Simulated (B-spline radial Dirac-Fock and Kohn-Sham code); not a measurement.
**Te 3d5/2: cross section and angular parameters**

System: the Te atom, 1s2 2s2 2p6 3s2 3p6 3d10 4s2 4p6 4d10 5s2 5p4; threshold 573.0 eV (tabulated edge). The computed values come from a radial B-spline solver: Dirac-Hartree-Slater photoionisation with a Latter tail; cross sections with all multipoles, angular parameters from the dipole term and its interference with E2.

For linearly polarised light dσ/dΩ = σ/(4π) [1 + β P₂(cos θ) + (δ + γ cos²θ) sin θ cos φ], with θ from the polarisation vector and φ the angle between the beam and the projection of the electron momentum on the plane normal to the polarisation.

| hν (eV) | σ (kb) | β | γ | δ |
| --- | --- | --- | --- | --- |
| 600 | 3170 | 0.844 | 0.011 | -0.002 |
| 800 | 1140 | 0.714 | -0.084 | 0.007 |
| 863 | 962 | 0.827 | -0.083 | 0.012 |
| 1253.6 | 384 | 1.139 | 0.035 | 0.037 |
| 1520 | ? | ? | ? | ? |
| 1550 | 214 | 1.205 | 0.155 | 0.049 |
| 2000 | 102 | 1.222 | 0.329 | 0.065 |
| 2770 | 37.6 | 1.182 | 0.578 | 0.089 |
| 3220 | 23.2 | 1.146 | 0.697 | 0.104 |
| 4000 | 11.3 | 1.080 | 0.867 | 0.129 |
| 6370 | 2.23 | 0.910 | 1.222 | 0.207 |
| 10000 | 0.418 | 0.735 | 1.530 | 0.322 |
| 12100 | 0.201 | 0.662 | 1.645 | 0.384 |
| 13200 | 0.143 | 0.630 | 1.693 | 0.416 |
| 15000 | 0.0861 | 0.582 | 1.757 | 0.466 |

Question: Give the values at 1520 eV.

Answer: σ = 227 kb, β = 1.201, γ = 0.143, δ = 0.048.
